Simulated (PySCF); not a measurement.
**Cu (copper, neutral) across methods**

[Ar] 3d9 4s1 4p1, one real determinant (an excited configuration). Computed with PySCF 2.14 in aug-cc-pwCVTZ-DK with one added diffuse shell each of s, p, d, f, g type (11s10p8d5f4g, 152 functions), with scalar relativity by spin-free X2C-1e.

| method | E (hartree) | mean ε 3d β (eV) | mean ε 4s α (eV) | mean ε 4p α (eV) | Σ⟨r²⟩ (bohr²) | ⟨S²⟩ |
| --- | --- | --- | --- | --- | --- | --- |
| LDA | -1651.710 | -10.821 | -7.748 | -2.677 | 40.69 | 3.750 |
| UHF | -1653.07530 | -20.306 | -10.714 | -5.405 | 40.95 | 3.751 |
| r2SCAN | -1654.571 | -10.721 | -7.810 | -2.843 | 39.84 | 3.752 |
| PBE | -1654.355 | -10.571 | -7.546 | -2.660 | 40.97 | 3.751 |
| PBE0 | -1654.357 | -13.143 | -8.458 | -3.406 | 40.51 | 3.751 |

⟨L²⟩ = 8.01 against 12 for a pure F term, so this real determinant mixes terms.
